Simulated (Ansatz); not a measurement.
4-fluoro-1,3-thiazole (C3H2FNS), SMILES c1nc(F)cs1.

The structure is a stationary point at r2SCAN-D4/def2-SVP.

Two levels are set side by side: PBE/def2-SVPD (Ansatz, a quantum-chemistry and plane-wave program) and PBE0/def2-SVPD (Ansatz). Energy differences of separate SCF runs at the same geometry; the states with an electron removed or added have multiplicity 2 and 2. Differences are taken from unrounded values.

```
quantity                           PBE0   PBE  PBE minus PBE0
---------------------------------  ----  ----  --------------
vertical ionisation energy (eV)    9.52  9.43           -0.09
vertical singlet–triplet gap (eV)  3.55  3.62            0.07
```

On these quantities the two levels nearly agree.
